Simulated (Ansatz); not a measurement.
Basis-set extrapolation for `FCC(F)(F)OC(F)(F)CF` (PBE0-D4/def2-TZVP geometry, frozen core, Ansatz 0.2.0). Multiplicity 1, RHF reference.

|  | def2-TZVPP | def2-QZVPP |
| --- | --- | --- |
| HF | -825.659957 | -825.695477 |
| MP2 correlation | -2.359166 | -2.566637 |
| CCSD(T) correlation | -2.465801 | not run |

Energies in hartree. Use E(X) = E(∞) + A·exp(−7.88·√X) for Hartree–Fock and E(X) = E(∞) + B·X^(−2.97) for correlation, with X = 3 and 4, and add CCSD(T) minus MP2 of the smaller set to the MP2 limit.

Q: What is the CCSD(T) energy at the basis-set limit?

A: HF limit: -825.695477 + (-0.035520) × 0.13774 = -825.70037. MP2 limit: -2.566637 + (-0.207471) × 0.74074 = -2.72032. Higher-order term: -2.465801 − (-2.359166) = -0.10663. Total: -828.52732 hartree, 1054.3 kJ/mol below CCSD(T)/def2-TZVPP.
